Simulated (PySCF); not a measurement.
Noncovalent pair: H2O (SMILES O) (first 3 atoms) with Si2H6 (SMILES [SiH3][SiH3]); geometry from B3LYP-D3(BJ)/def2-TZVP, rigid monomers moved along the line of their centres of mass till O1···Si5 is 4.33 Å.
(charge 0, multiplicity 1):
| atom | x (Å) | y (Å) | z (Å) |
|---|---|---|---|
| O | 0.7691 | 0.6881 | 0.7472 |
| H | 1.5741 | 0.1666 | 0.6564 |
| H | 0.1703 | 0.3582 | 0.0684 |
| Si | -0.9202 | -1.5082 | 4.0873 |
| Si | -0.9084 | 0.7474 | 4.7408 |
| H | 0.4528 | -1.9919 | 3.7965 |
| H | -1.7483 | -1.7123 | 2.8723 |
| H | -1.4789 | -2.3775 | 5.1551 |
| H | 0.4729 | 1.2797 | 4.7683 |
| H | -1.4735 | 0.8760 | 6.1099 |
| H | -1.7407 | 1.5638 | 3.8282 |

Monomers are frozen at their geometry in the pair; levels with a basis set take the counterpoise correction. Rows marked so take none.

Rows in 6-311+G**, 6-31G* carry no dispersion term and start afresh at each structure (6-31G* with six Cartesian d functions). MP2/6-31G* freezes PySCF's default core.

Run with PySCF for 6-311+G** rows, 6-31G* rows. 

**Question.** What is the computed interaction energy (B3LYP/6-311+G** (no counterpoise))?

**Answer.** -0.7 kcal/mol
